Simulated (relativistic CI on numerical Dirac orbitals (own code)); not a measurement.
Computed by Dirac-Coulomb-Breit CI, separate exchange-only KLI orbitals for each configuration, a model potential for QED, unscaled Slater integrals (own radial code, finite nucleus).

The strongest absorption lines from the ground level of an ion, among the configurations computed and to levels below about 10900 eV (vacuum wavelength in Å, gf): 1.1481 (0.094), 1.1588 (0.054), 1.1870 (0.27), 1.2924 (0.51), 1.4755 (0.29), 1.5233 (1.4), 1.6895 (2.4), 1.8405 (0.15).

**Question.** Which ion is it?
A. Ho57+
B. Ho59+
C. Ho55+
D. La47+

**Answer.** A. Ho57+ has 10 electrons and the ground level 2s²2p⁶ ¹S0; the strongest line goes to 2s²2p⁵3d ¹P°1. The pattern of lines fixes the number of electrons, and along that sequence the line energies rise steadily with the charge (about as its square where n changes within one kind of shell, about linearly where n is kept but much faster in heavy ions where fine structure, which grows about as Z⁴, sets the gap, and irregularly where shells cross), which fixes Z. Configurations outside the model, such as inner-shell arrays, can give stronger lines. At this charge energies of transitions that change n are usually good to better than 1 %, and those within a shell (Δn = 0) to a few per cent.

LS names give the leading component of a level, which can be under half, so a name can repeat, a term be missing and a line seem to break the LS rules.
